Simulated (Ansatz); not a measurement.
Calculated with Ansatz (gas phase, PBE0-D4/def2-TZVP geometries, no zero-point term in ΔE). CCSD(T)/CBS is the MP2 limit (def2-TZVPP, def2-QZVPP) plus CCSD(T) − MP2 in def2-TZVPP, frozen cores. This one scheme is used for every species. Functionals use def2-TZVPP. B3LYP here is the variant with VWN-RPA as its local correlation; programs differ in this. Each species was taken in one conformer, which may not be the lowest.

Consider the ligand exchange at the Si–S bond: `C[Si](F)(S)S` + HCl → `C[Si](F)(S)Cl` + H₂S.

```
             level  ΔE (kcal/mol)  difference from CCSD(T)/CBS
            PBE-D4           -8.2                          1.2
         r2SCAN-D4           -9.4                          0.0
           PBE0-D4           -8.7                          0.7
          B3LYP-D4           -9.5                         -0.1
           ωB97X-V           -9.7                         -0.3
           ωB97M-V           -9.9                         -0.5
            B2PLYP          -10.0                         -0.6
               PBE           -8.6                          0.8
            r2SCAN           -9.6                         -0.2
              PBE0           -9.1                          0.3
             B3LYP          -10.2                         -0.8
     HF/def2-TZVPP          -11.9                         -2.5
    MP2/def2-TZVPP           -9.4                          0.0
SCS-MP2/def2-TZVPP           -9.8                         -0.4
   CCSD/def2-TZVPP           -9.8                         -0.4
CCSD(T)/def2-TZVPP           -9.4                          0.0
     HF/def2-QZVPP          -12.1                         -2.7
    MP2/def2-QZVPP           -9.4                          0.0
SCS-MP2/def2-QZVPP           -9.9                         -0.5
      HF/CBS(def2)          -12.1                         -2.7
     MP2/CBS(def2)           -9.4                          0.0
    CCSD/CBS(def2)           -9.8                         -0.4
       CCSD(T)/CBS           -9.4                            0
```

Largest T1 diagnostic among the species: 0.011.

In def2-TZVPP, CCSD(T) changes the Hartree–Fock value by +2.6 kcal/mol (the triples alone add +0.4 kcal/mol) and MP2 by +2.6 kcal/mol.
